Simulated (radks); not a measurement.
The numbers below are computed, except where a source is named.
The technetium ion Tc+ inside a hard spherical wall (all orbitals vanish at R), configuration held at [Kr] 4d5 5s1 and not refilled when levels cross. Level of theory: scalar-relativistic Kohn-Sham, r2SCAN, spin-unpolarised, spherical densities, finite nucleus; meta-GGA in the generalised Kohn-Sham scheme; Fermi nuclear charge, rms radius 4.4112 fm (a radial shooting solver on a logarithmic mesh with Libxc functionals). Eigenvalues in eV, with the zero of energy where the potential of the charges vanishes at infinity; a dash marks a level that is unbound or too diffuse for the functional's potential to be trusted. A positive occupied level is held by the wall or, in an anion where self-interaction has pushed it up, behind a barrier. The pressure on the wall is -dE/dV.

[
 {"R (bohr)": "free", "E (hartree)": "-4285.81724", "kinetic (hartree)": "4425.510", "e(4s)": "-83.077", "e(4p)": "-54.295", "e(4d)": "-14.142", "e(5s)": "-11.256", "e(5p, empty)": "-6.541", "e(6s, empty)": "-", "pressure (GPa)": "0"},
 {"R (bohr)": "20", "E (hartree)": "-4285.81724", "kinetic (hartree)": "4425.510", "e(4s)": "-83.077", "e(4p)": "-54.295", "e(4d)": "-14.142", "e(5s)": "-11.256", "e(5p, empty)": "-6.541", "e(6s, empty)": "-", "pressure (GPa)": "< 0.0001"},
 {"R (bohr)": "12", "E (hartree)": "-4285.81723", "kinetic (hartree)": "4425.511", "e(4s)": "-83.076", "e(4p)": "-54.295", "e(4d)": "-14.142", "e(5s)": "-11.256", "e(5p, empty)": "-6.539", "e(6s, empty)": "-2.213", "pressure (GPa)": "< 0.0001"},
 {"R (bohr)": "7", "E (hartree)": "-4285.81370", "kinetic (hartree)": "4425.543", "e(4s)": "-82.935", "e(4p)": "-54.155", "e(4d)": "-14.013", "e(5s)": "-11.093", "e(5p, empty)": "-6.064", "e(6s, empty)": "3.005", "pressure (GPa)": "0.248"},
 {"R (bohr)": "6", "E (hartree)": "-4285.80212", "kinetic (hartree)": "4425.626", "e(4s)": "-82.627", "e(4p)": "-53.852", "e(4d)": "-13.739", "e(5s)": "-10.678", "e(5p, empty)": "-5.209", "e(6s, empty)": "7.853", "pressure (GPa)": "1.42"},
 {"R (bohr)": "5", "E (hartree)": "-4285.75369", "kinetic (hartree)": "4425.904", "e(4s)": "-81.733", "e(4p)": "-52.985", "e(4d)": "-12.942", "e(5s)": "-9.282", "e(5p, empty)": "-2.836", "e(6s, empty)": "18.127", "pressure (GPa)": "8.62"},
 {"R (bohr)": "2.5", "E (hartree)": "-4282.18537", "kinetic (hartree)": "4440.380", "e(4s)": "-62.404", "e(4p)": "-33.926", "e(4d)": "9.367", "e(5s)": "45.588", "e(5p, empty)": "64.832", "e(6s, empty)": "196.48", "pressure (GPa)": "2760"},
 {"R (bohr)": "2", "E (hartree)": "-4274.88921", "kinetic (hartree)": "4466.851", "e(4s)": "-40.827", "e(4p)": "-10.462", "e(4d)": "38.687", "e(5s)": "123.76", "e(5p, empty)": "150.23", "e(6s, empty)": "379.18", "pressure (GPa)": "15200"}
]
